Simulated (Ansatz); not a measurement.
Abridged output of a molecular run in Ansatz:

```
Functional definition: HF
983 factors; integrals over basis functions are off by at most 1.3e-3 eV
mean field evaluation 1: about -118713.7139 eV, gradient 1.7e1 eV
mean field evaluation 2: about -118713.7299 eV, gradient 1.7e1 eV
mean field evaluation 4: about -118715.9632 eV, gradient 2.3e0 eV
mean field evaluation 8: about -118716.0603 eV, gradient 1.9e-1 eV
mean field -118716.06164845 eV, -4362.7347969440 hartree, gradient 9.9e-6 eV, S^2 0.758049; 0 other end points of the search recorded, 0 dependent functions left out
19 core orbitals not correlated: weight in the atoms' cores, before any rotation towards them, 1.000 or more for the frozen orbitals, at most 0.000 for the correlated occupied ones
reference -118716.06164845 eV, -4362.7347969440 hartree; 19, 18 occupied and 60, 61 virtual orbitals, 983 factors
second order -15.71983541 eV of doubles, -0.00000000 eV of singles
cycle   1  -15.56719354 eV  change    1.5e-1 eV  update   9.7e-2
cycle   2  -16.05930252 eV  change   -4.9e-1 eV  update   3.2e-2
cycle   3  -16.14102792 eV  change   -8.2e-2 eV  update   1.6e-2
cycle   4  -16.13387585 eV  change    7.2e-3 eV  update   5.2e-3
cycle   5  -16.13411424 eV  change   -2.4e-4 eV  update   2.1e-3
cycle   6  -16.13375511 eV  change    3.6e-4 eV  update   7.8e-4
cycle   7  -16.13359210 eV  change    1.6e-4 eV  update   2.6e-4
cycle   8  -16.13375066 eV  change   -1.6e-4 eV  update   1.0e-4
cycle   9  -16.13374224 eV  change    8.4e-6 eV  update   3.7e-5
perturbative correction -0.50234785 eV, -0.0184609431 hartree
Total energy: -118732.69773855 eV, -4363.3461619785 hartree
Checks for a lower state left out: cluster_reference
```

Its atoms:

Z-matrix (Å, degrees):
```
C
Ga 1 1.995
H 1 1.093 2 108.5
H 1 1.093 2 108.5 3 -118.1
H 1 1.089 2 111.8 3 120.9
Se 2 2.367 1 115.7 3 58.8
H 6 1.468 2 93.4 1 180.0
```

(1) Which basis set was used?
A. cc-pV(Q+d)Z
B. def2-SVP
C. def2-QZVPP
D. def2-TZVPP

(2) Write the keys of the input that set method, charge and spin (a neutral closed shell needs none for the last two).

Answers

(1) B. It gives 98 functions.

(2) 
```yaml
magnetization: {spin_polarized: true, initial_magnetization: 1}
correlation: {method: ccsd_t}
scf: {omitted_lower_state_checks: [cluster_reference]}
```
